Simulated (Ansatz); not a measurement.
A structure relaxed at PBE0-D4/def2-TZVP in Ansatz, charge 1, doublet:

```xyz
10

Li   -0.216    1.020   -0.663
Li   -1.225   -2.604    4.319
Li    0.749   -0.907   -1.847
Li   -1.230    1.530   -3.028
Li   -0.263   -1.389    1.384
H     0.291   -0.688   -0.133
H     1.487    1.974   -0.307
H    -0.715   -2.055    2.878
H     0.146    0.600   -2.420
H     0.975    2.519   -0.183
```

(1) Give its formula.

(2) Summarise the bond lengths by kind (pairs closer than 1.2 times the sum of covalent radii, bridged metal pairs left out).

## Answers

(1) Li5H5⁺.

(2) 8 × H–Li 1.62 to 1.86 Å.

In the doublet, H7 and H10 lie 0.76 Å apart (atoms count from 1), so H2 has formed as a molecule. Another isomer (doublet) lies 0.08 eV lower at PBE0-D4/def2-TZVP; other spin states weren't run for this one.
